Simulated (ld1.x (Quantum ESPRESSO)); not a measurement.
# Transferability test, ultrasoft potential for lutetium

| Quantity | Value |
| --- | --- |
| Element | lutetium |
| Generator | ld1.x (Quantum ESPRESSO) 7.5 |
| Type | ultrasoft |
| Functional | PBE |
| Relativity | scalar-relativistic |
| Frozen core | [Kr] 4d10 4f14 |
| Valence charge | 11 |
| Reference configuration | 5s2 5p6 5d1 6s2 6p0 |
| Partial waves | 5s (bound): rcut 1.65, rcutus 1.75 bohr; 6s (bound): rcut 1.65, rcutus 1.75 bohr; 5p (bound): rcut 2.00, rcutus 2.10 bohr; 6p (bound, empty): rcut 2.00, rcutus 2.10 bohr; 5d (bound): rcut 2.55, rcutus 3.05 bohr; 5d channel at 0.6 Ry: rcut 2.55, rcutus 3.05 bohr |
| Local potential | all-electron potential smoothed inside 2.30 bohr (lloc = -1) |
| Core correction | none |
| Augmentation charge | PSQ, inside the norm-conserving radii |

Energies are relative to the spin-unpolarised reference configuration 5s2 5p6 5d1 6s2 6p0; without spin polarisation the order of configurations can differ from experiment.

Its overlap operator is not positive definite in a basis up to 400 Ry (lowest eigenvalue s -178.78), so the file is unfit for use: the generalised eigenproblem breaks down once the basis is large enough, and its test numbers describe a broken file.

```json
{"valence configuration": "5s2 5p6 5d1 6s1 6p0", "charge": "+1", "ΔE all-electron (eV)": "7.365", "error AE − PS (meV)": "+1.2"}
{"valence configuration": "5s2 5p6 5d1 6s0 6p0", "charge": "+2", "ΔE all-electron (eV)": "20.644", "error AE − PS (meV)": "+26"}
{"valence configuration": "5s2 5p6 5d0 6s0 6p0", "charge": "+3", "ΔE all-electron (eV)": "40.601", "error AE − PS (meV)": "-21"}
{"valence configuration": "5s2 5p6 5d2 6s0 6p0", "charge": "+1", "ΔE all-electron (eV)": "9.892", "error AE − PS (meV)": "+14"}
{"valence configuration": "5s2 5p6 5d1 6s1.5 6p0", "charge": "+0.5", "ΔE all-electron (eV)": "2.988", "error AE − PS (meV)": "-0.4"}
{"valence configuration": "5s2 5p6 5d1 6s1 6p1", "charge": "0", "ΔE all-electron (eV)": "3.419", "error AE − PS (meV)": "+1.8"}
{"valence configuration": "5s2 5p6 5d1 6s0 6p1", "charge": "+1", "ΔE all-electron (eV)": "11.612", "error AE − PS (meV)": "+10"}
```

Levels in the configuration 5s2 5p6 5d0 6s0 6p0:

| level | all-electron (eV) | pseudo (eV) |
| --- | --- | --- |
| 5s | -87.705 | -88.364 |
| 5p | -57.962 | -58.433 |

The ghost test of this file was not conclusive.
